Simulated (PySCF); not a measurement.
## How methods differ on the ionisation energy of Ru(29+)

Ru(29+) [Ne] 3s2 3p3 [3p1/2^2 3p3/2^1, M_J = 3/2] → Ru(30+) [Ne] 3s2 3p2 [3p1/2^2, M_J = 0], as a difference of total energies. All numbers are calculated (PySCF 2.14, the two-component X2C-1e Hamiltonian, in an even-tempered Gaussian basis (19 s from 4.6 bohr⁻², ratio 2.4; 14 p from 6 bohr⁻², ratio 2.4; 5 d from 23 bohr⁻², ratio 2.6; 4 f from 34 bohr⁻², ratio 2.6)). Correlated levels: 1s2 frozen; the 56 highest virtual spinors dropped. "Screened" scales the spin-orbit matrix elements by Boettger's factors to mimic the two-electron term; Breit and QED terms are absent.

```tsv
method	ionisation energy (eV)
GHF (spin-free)	1662.1
GMP2 (spin-free)	1662.5
GHF (screened spin-orbit)	1645.5
GMP2 (screened spin-orbit)	1645.6
```

Breit and QED terms and the two-electron picture change are absent.

The spin-free rows relax to the high-spin LS determinant and lack the spin-orbit shift.

The labels give the starting determinants; with spin-orbit coupling the two ends relaxed to ⟨J²⟩ = 3.75, ⟨L²⟩ = 1.68, ⟨S²⟩ = 2.03 and ⟨J²⟩ = 0.00, ⟨L²⟩ = 1.34, ⟨S²⟩ = 1.34.

For comparison: 1659 ± 6 eV (semi-empirical (NIST evaluation); NIST Atomic Spectra Database, ionization energies).
